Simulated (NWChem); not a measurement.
## Correlation energy of arsenic trifluoride (AsF3)

```
As
F 1 1.7252
F 1 1.7252 2 95.97
F 1 1.7252 2 95.97 3 96.67
```
Charge 0, spin multiplicity 1.

Everything below was run with NWChem. All single points use one geometry, from PBE0/def2-SVP, a minimum by its harmonic frequencies.

Basis set: def2-SVP. Each correlation energy counts from its own Hartree-Fock reference.

The Hamiltonian is non-relativistic. The correlated methods keep 12 core orbitals frozen. No row is a measurement; the coupled-cluster row has its own basis-set and correlation limits.

Question: One of these methods gave a correlation energy of -787.9 mHa. Which?
(A) SCS-MP2
(B) CR-CCSD[T]
(C) CR-CCSD(T)
(D) MP2

Answer: D, MP2. The others give -747.7 (SCS-MP2), -801.8 (CR-CCSD[T]), -799.9 (CR-CCSD(T)).
